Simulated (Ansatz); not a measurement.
Z-matrix (Å, degrees):
```
C
H 1 1.1078
H 1 1.1078 2 102.99
Cl 1 1.9119 2 99.45 3 102.08
```
Charge -1, spin multiplicity 1.

Computed with frozen-core CCSD(T)/aug-cc-pVTZ // PBE0-D4/def2-TZVPD (Ansatz, a program for electronic structure).

```json
{
 "HF energy": "-498.49480 Ha",
 "MP2 correlation energy": "-0.38935 Ha"
}
```

Q: Estimate the CCSD correlation energy, the (T) correction, the total energy and the T1 diagnostic.

A: 
- CCSD correlation energy = -0.41535 Ha
- (T) correction = -0.01937 Ha
- CCSD(T) total energy = -498.92951 Ha
- T1 diagnostic = 0.013
